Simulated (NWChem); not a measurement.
Species: PbHSBr, singlet; SMILES [SH][Pb][Br]

```xyz
4

Pb     0.4867    -0.5320     0.0000
Br    -0.2408     1.9968     0.0000
S     -1.8779    -1.4697     0.0000
H     -1.4364    -2.7497     0.0000
```
Atoms are numbered in this order, from 1.

Results from NWChem. Low-valent species are run as closed-shell singlets; no triplet was tried in these runs. Geometry: optimised at PBE0/def2-SVP. def2 effective core potentials on Pb; no spin-orbit coupling.

Q: What does the run give for PBE/def2-TZVP? Quantities: highest occupied level (eV); orbital gap (eV); dipole (D).

A: The highest occupied level (eV) is -6.33 and the orbital gap (eV) is 2.83. The dipole (D) is 4.33.
